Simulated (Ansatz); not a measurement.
A search over several starts for the lowest SCF solution of TiBr₃ at the given spin, in a small basis.

```yaml
crystal:
  periodic: [false, false, false]
  atoms:
    - {symbol: Ti, position_ang: [-0.000052, 0.000031, 0.003494]}
    - {symbol: Br, position_ang: [2.342152, -0.025576, 0.021044]}
    - {symbol: Br, position_ang: [-1.148945, 2.041254, -0.014666]}
    - {symbol: Br, position_ang: [-1.193154, -2.015709, -0.009872]}
basis:
  gaussian: {orbitals: def2-SVP, initial_orbitals: start.molden}
magnetization: {spin_polarized: true, initial_magnetization: 1}
hamiltonian: {xc: pbe, dispersion: d4}
output: {orbitals: {seedname: orbitals}}
```

The file start.molden holds the orbitals of an earlier run on this structure, at another level or in another basis.

```sh
$ ansatz run in.yaml --threads 4 --pin off --events-out ev --progress --plain --max-ram 4787MiB
```

It prints (some lines left out):

```
Functional definition: PBE
1415 factors; their error is unknown
mean field evaluation 1: about -233193.7541 eV, gradient 1.0e-1 eV
mean field evaluation 2: about -233193.5831 eV, gradient 2.6e-5 eV
mean field evaluation 4: about -233164.5160 eV, gradient 5.6e1 eV
mean field evaluation 8: about -233192.9933 eV, gradient 3.7e0 eV
mean field evaluation 16: about -233193.5812 eV, gradient 3.8e-1 eV
mean field -233193.58314533 eV, -8569.7061163032 hartree, gradient 2.6e-5 eV, S^2 0.758824; 7 other end points of the search recorded, 0 dependent functions left out
reference -233193.58321926 eV, -8569.7061190200 hartree; 64, 63 occupied and 63, 64 virtual orbitals, 1415 factors
Total energy: -233193.75037703 eV, -8569.7122619548 hartree
```

Hardware: 4 threads of Arm Neoverse V1 on a shared host. Wall time 5.5 s.

No other spin state of charge 0 was run.
